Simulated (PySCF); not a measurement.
Si(F)(Cl)2(OMe) (CH3Cl2FOSi), SMILES CO[Si](F)(Cl)Cl. Atoms are numbered in the order given.

```xyz
9

C     -2.3114    -0.1282    -1.2266
O     -0.9710     0.3327    -1.1516
Si     0.1800    -0.1495    -0.1091
F      0.6602    -1.6527    -0.4364
Cl     1.7778     1.0953    -0.2969
Cl    -0.5316    -0.1658     1.8141
H     -2.7985    -0.1006    -0.2375
H     -2.3525    -1.1588    -1.6167
H     -2.8602     0.5326    -1.9122
```

Geometry optimised at B3LYP-D3(BJ)/def2-SVP. One conformer was computed; it need not be the lowest.

Calculation: TDDFT-PBE0/def2-SVPD (PySCF).

Vertical excitations. 

Estimate the UV-visible absorptions. (An estimate is asked for; the answer gives what the named calculation found.)


```json
[
 {"state": "S1", "energy (eV)": "7.70", "λ (nm)": "161", "f": "0.008", "main pairs": "HOMO→LUMO 96 %"},
 {"state": "S2", "energy (eV)": "7.94", "λ (nm)": "156", "f": "0.035", "main pairs": "HOMO−1→LUMO 93 %"},
 {"state": "S3", "energy (eV)": "8.05", "λ (nm)": "154", "f": "0.006", "main pairs": "HOMO−2→LUMO 85 %"},
 {"state": "S4", "energy (eV)": "8.46", "λ (nm)": "147", "f": "0.036", "main pairs": "HOMO−3→LUMO 82 %"},
 {"state": "S5", "energy (eV)": "8.55", "λ (nm)": "145", "f": "0.020", "main pairs": "HOMO→LUMO+1 66 %, HOMO−4→LUMO 27 %"},
 {"state": "S6", "energy (eV)": "8.63", "λ (nm)": "144", "f": "0.036", "main pairs": "HOMO−4→LUMO 58 %, HOMO→LUMO+1 24 %"},
 {"state": "S7", "energy (eV)": "8.77", "λ (nm)": "141", "f": "0.067", "main pairs": "HOMO−5→LUMO 80 %"},
 {"state": "S8", "energy (eV)": "8.98", "λ (nm)": "138", "f": "0.004", "main pairs": "HOMO→LUMO+2 77 %"},
 {"state": "S9", "energy (eV)": "9.02", "λ (nm)": "137", "f": "0.010", "main pairs": "HOMO−1→LUMO+1 55 %, HOMO−2→LUMO+1 25 %"},
 {"state": "S10", "energy (eV)": "9.19", "λ (nm)": "135", "f": "0.006", "main pairs": "HOMO−2→LUMO+1 54 %, HOMO−1→LUMO+1 20 %"},
 {"state": "T1", "energy (eV)": "7.37", "λ (nm)": "168", "f": "0", "main pairs": "HOMO→LUMO 82 %"},
 {"state": "T2", "energy (eV)": "7.45", "λ (nm)": "166", "f": "0", "main pairs": "HOMO−1→LUMO 69 %, HOMO−2→LUMO 12 %"},
 {"state": "T3", "energy (eV)": "7.63", "λ (nm)": "163", "f": "0", "main pairs": "HOMO−2→LUMO 66 %, HOMO−3→LUMO 13 %"},
 {"state": "T4", "energy (eV)": "8.03", "λ (nm)": "154", "f": "0", "main pairs": "HOMO−4→LUMO 40 %, HOMO−3→LUMO 30 %"}
]
```
Triplets are in the Tamm–Dancoff approximation, which puts them higher than full response would, so one can lie above its singlet here.
